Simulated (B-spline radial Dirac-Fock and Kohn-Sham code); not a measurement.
Radiative decay of the 3d3/2 hole in Hf⁴⁺

System: the Hf⁴⁺ ion, configuration 1s2 2s2 2p6 3s2 3p6 3d10 4s2 4p6 4d10 4f14 5s2 5p6.

The computed values come from an atomic code on a B-spline grid: a relativistic independent-particle model: LDA orbitals of the hole state, radiative multipoles to third order, Auger rates from the Coulomb interaction with a continuum orbital, Dirac-Fock energies.

```
 line  multipole  energy (eV)  width (meV)  share (%)
M4-N2         E1       1271.9         1.40       4.68
M4-N3         E1       1330.2        0.171      0.571
M4-O2         E1       1679.4        0.212      0.708
M4-O3         E1       1687.6       0.0257     0.0857
M4-N6         E1       1701.0         28.1       93.9
```

The listed lines hold 100.0 % of the radiative rate. The radiative width is 0.0299 eV in the length form and 0.0303 eV in the velocity form; the two differ because the transition energies are not eigenvalue differences of the potential that gave the orbitals.
